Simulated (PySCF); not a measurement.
BrCs, singlet, at a GFN2-xTB geometry (such geometries of metal compounds can be far from the true shape) (core potentials on Cs); CASSCF(10,8)/def2-SVP (PySCF).

PySCF was given this input:
```python
from pyscf import gto, scf, mcscf
import numpy

mol = gto.Mole()
mol.atom = '''
    Cs   -0.000000   -0.000000   -1.192498
    Br    0.000000    0.000000    1.873925
'''
mol.basis = 'def2-svp'
mol.ecp = {'Cs': 'def2-svp'}
mol.charge = 0
mol.spin = 0
mol.verbose = 4
mol.build()

mf = scf.RHF(mol)
mf.kernel()
mc = mcscf.CASSCF(mf, 8, 10)
mc.fix_spin_(ss=0.0)
mc.kernel()
occ = numpy.linalg.eigvalsh(mc.fcisolver.make_rdm1(mc.ci, mc.ncas, mc.nelecas))[::-1]
ss = mc.fcisolver.spin_square(mc.ci, mc.ncas, mc.nelecas)[0]
print('natural occupations', occ.round(4), ' <S^2>', round(ss, 4))
```

It wrote (shortened):

```
PySCF version 2.14.0

[INPUT] verbose = 4
[INPUT] num. atoms = 2
[INPUT] num. electrons = 44
[INPUT] charge = 0
[INPUT] spin (= nelec alpha-beta = 2S) = 0
[INPUT] symmetry False subgroup None
[INPUT] Mole.unit = angstrom
[INPUT] Symbol           X                Y                Z      unit          X                Y                Z       unit  Magmom
[...]
nuclear repulsion = 54.360021901675
number of shells = 22
number of NR pGTOs = 109
number of NR cGTOs = 56
basis = def2-svp
ecp = {'Cs': 'def2-svp'}

******** <class 'pyscf.scf.hf.RHF'> ********
method = RHF
initial guess = minao
damping factor = 0
level_shift factor = 0
DIIS = <class 'pyscf.scf.diis.CDIIS'>
diis_start_cycle = 1
diis_space = 8
diis_damp = 0
SCF conv_tol = 1e-09
SCF conv_tol_grad = None
SCF max_cycles = 50
direct_scf = True
direct_scf_tol = 1e-13
Set gradient conv threshold to 3.16228e-05
Initial guess from minao.
init E= -2587.38904973979
[...]
cycle= 1 E= -2592.01464913896  delta_E= -4.63  |g|= 0.392  |ddm|= 1.96
[...]
cycle= 2 E= -2592.04589815727  delta_E= -0.0312  |g|= 0.146  |ddm|= 0.735
[...]
cycle= 3 E= -2592.04851535619  delta_E= -0.00262  |g|= 0.0372  |ddm|= 0.162
[...]
cycle= 4 E= -2592.04863371948  delta_E= -0.000118  |g|= 0.00311  |ddm|= 0.0262
[...]
cycle= 5 E= -2592.04864009381  delta_E= -6.37e-06  |g|= 0.000717  |ddm|= 0.00939
[...]
cycle= 6 E= -2592.04864070938  delta_E= -6.16e-07  |g|= 0.000183  |ddm|= 0.00355
[...]
cycle= 7 E= -2592.04864075243  delta_E= -4.3e-08  |g|= 5.47e-05  |ddm|= 0.000938
[...]
cycle= 8 E= -2592.04864075644  delta_E= -4.01e-09  |g|= 9.47e-06  |ddm|= 0.000331
[...]
cycle= 9 E= -2592.04864075654  delta_E= -1.02e-10  |g|= 1.08e-06  |ddm|= 5.24e-05
[...]
Extra cycle  E= -2592.04864075654  delta_E= -9.09e-13  |g|= 4.23e-07  |ddm|= 3.55e-06
converged SCF energy = -2592.04864075654

******** <class 'pyscf.mcscf.mc1step.CASSCF'> ********
CAS (5e+5e, 8o), ncore = 17, nvir = 31
max_cycle_macro = 50
max_cycle_micro = 4
conv_tol = 1e-07
conv_tol_grad = None
orbital rotation max_stepsize = 0.02
orbital rotation threshold for CI restart = 0.01
augmented hessian ah_max_cycle = 30
augmented hessian ah_conv_tol = 1e-12
augmented hessian ah_linear dependence = 1e-14
augmented hessian ah_level shift = 1e-08
augmented hessian ah_start_tol = 2.5
augmented hessian ah_start_cycle = 3
augmented hessian ah_grad_trust_region = 3
kf_trust_region = 3
kf_interval = 4
ci_response_space = 4
ci_grad_trust_region = 3
with_dep4 0
natorb = False
canonicalization = True
[...]
CASCI E = -2592.04865530675  S^2 = 0.0000000
[...]
               |grad[o]|=0.00178  |grad[c]|=0.0144  |ddm|=0.00175  |maxRot[o]|=0.0699
macro iter  19 (  7 JK    2 micro), CASSCF E = -2592.08994524285  dE = -7.50205018e-05  S^2 = 0.0000000
               |grad[o]|=0.00151  |grad[c]|=0.0136  |ddm|=0.00149  |maxRot[o]|=0.0699
macro iter  20 (  7 JK    2 micro), CASSCF E = -2592.09000957880  dE = -6.43359476e-05  S^2 = 0.0000000
               |grad[o]|=0.0013  |grad[c]|=0.012  |ddm|=0.00125  |maxRot[o]|=0.0699
macro iter  21 (  7 JK    2 micro), CASSCF E = -2592.09006452994  dE = -5.49511433e-05  S^2 = 0.0000000
               |grad[o]|=0.0011  |grad[c]|=0.00955  |ddm|=0.00101  |maxRot[o]|=0.0699
macro iter  22 (  7 JK    2 micro), CASSCF E = -2592.09011007708  dE = -4.55471381e-05  S^2 = 0.0000000
               |grad[o]|=0.000925  |grad[c]|=0.00652  |ddm|=0.000791  |maxRot[o]|=0.0699
macro iter  23 (  7 JK    2 micro), CASSCF E = -2592.09014595412  dE = -3.58770349e-05  S^2 = 0.0000000
               |grad[o]|=0.000755  |grad[c]|=0.00329  |ddm|=0.000594  |maxRot[o]|=0.0699
macro iter  24 (  7 JK    2 micro), CASSCF E = -2592.09017199596  dE = -2.60418465e-05  S^2 = 0.0000000
               |grad[o]|=0.000591  |grad[c]|=0.000359  |ddm|=0.000427  |maxRot[o]|=0.0699
macro iter  25 (  7 JK    2 micro), CASSCF E = -2592.09018811381  dE = -1.61178455e-05  S^2 = 0.0000000
               |grad[o]|=0.000428  |grad[c]|=0.00198  |ddm|=0.000294  |maxRot[o]|=0.0699
macro iter  26 (  6 JK    2 micro), CASSCF E = -2592.09019352945  dE = -5.41564623e-06  S^2 = 0.0000000
               |grad[o]|=0.000257  |grad[c]|=0.00163  |ddm|=0.000144  |maxRot[o]|= 0.05
macro iter  27 (  3 JK    1 micro), CASSCF E = -2592.09019425601  dE = -7.26553026e-07  S^2 = 0.0000000
               |grad[o]|=0.000117  |grad[c]|=0.000523  |ddm|=5.93e-05  |maxRot[o]|=0.0198
macro iter  28 (  3 JK    1 micro), CASSCF E = -2592.09019431667  dE = -6.06596586e-08  S^2 = 0.0000000
               |grad[o]|=4.63e-05  |grad[c]|=0.000197  |ddm|=2.22e-05  |maxRot[o]|=0.000705
1-step CASSCF converged in  28 macro (323 JK  74 micro) steps
CASSCF canonicalization
Density matrix diagonal elements [1.99991539 1.99695188 1.98069528 1.98982362 1.98985656 0.01513906
 0.01380543 0.01381278]
CASSCF energy = -2592.09019431667
CASCI E = -2592.09019431667  E(CI) = -31.5997399463522  S^2 = 0.0000000
natural occupations [1.9999 1.9987 1.9899 1.9898 1.9789 0.0151 0.0138 0.0138]  <S^2> 0.0
```
